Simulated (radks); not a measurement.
Question: Tb, configuration [Xe] 4f7 5d1.5 6s2 6p0.5 (fractional occupations, a model configuration). All-electron calculation, scalar-relativistic Kohn-Sham, r2SCAN, spin-polarised, spherical densities, finite nucleus; open shells are filled with parallel spins first (spin-orbit coupling, left out, can overturn this in heavy ions); meta-GGA in the generalised Kohn-Sham scheme; Fermi nuclear charge, rms radius 5.06 fm. Program: a radial shooting solver on a logarithmic mesh with Libxc functionals. Some entries of the table are withheld. Estimate them.

| orbital | occ. | eigenvalue (eV) | <r^2> (bohr^2) | <1/r> (bohr^-1) |
|---|---|---|---|---|
| 1s up | 1 | -51943.77 | 0.0006318 | 73.09 |
| 1s down | 1 | -51943.77 | 0.0006318 | 73.09 |
| 2s up | 1 | -8645.948 | 0.009887 | 16.99 |
| 2s down | 1 | -8645.866 | 0.009887 | 16.99 |
| 2p up | 3 | -7681.003 | 0.007992 | 15.80 |
| 2p down | 3 | -7680.924 | 0.007991 | 15.80 |
| 3s up | 1 | -1941.541 | 0.06537 | 6.249 |
| 3s down | 1 | -1937.772 | 0.06522 | 6.257 |
| 3p up | 3 | -1642.439 | 0.06569 | 5.858 |
| 3p down | 3 | -1638.658 | 0.06549 | 5.867 |
| 3d up | 5 | -1252.142 | 0.05522 | 5.548 |
| 3d down | 5 | -1249.174 | 0.05500 | 5.557 |
| 4s up | 1 | -405.5231 | 0.3292 | 2.631 |
| 4s down | 1 | -396.8624 | 0.3294 | 2.628 |
| 4p up | 3 | -306.2082 | 0.3709 | 2.420 |
| 4p down | 3 | -297.5642 | 0.3714 | 2.417 |
| 4d up | 5 | -169.2804 | 0.4427 | 2.140 |
| 4d down | 5 | -160.6166 | 0.4455 | 2.135 |
| 5s up | 1 | -59.7739 | 1.838 | 1.040 |
| 5s down | 1 | -55.4293 | 1.911 | 1.013 |
| 5p up | 3 | -34.6489 | 2.478 | 0.8869 |
| 5p down | 3 | -31.1877 | 2.586 | 0.8630 |
| 4f up | 7 | -20.1701 | 0.7753 | 1.636 |
| 4f down | 0 | -12.0787 | 0.8740 | 1.592 |
| 6s up | 1 | -5.7847 | 14.88 | (1) |
| 5d up | 1.5 | -5.4055 | 6.635 | 0.5631 |
| 6s down | 1 | -4.5512 | 17.34 | (2) |
| 5d down | 0 | -3.2086 | 8.260 | 0.5182 |
| 6p up | 0.5 | -2.0823 | 26.69 | 0.2593 |
| 6p down | 0 | -1.3294 | 27.97 | 0.2458 |

Answer: 
(1) 6s up <1/r> (bohr^-1): 0.3477
(2) 6s down <1/r> (bohr^-1): 0.3189
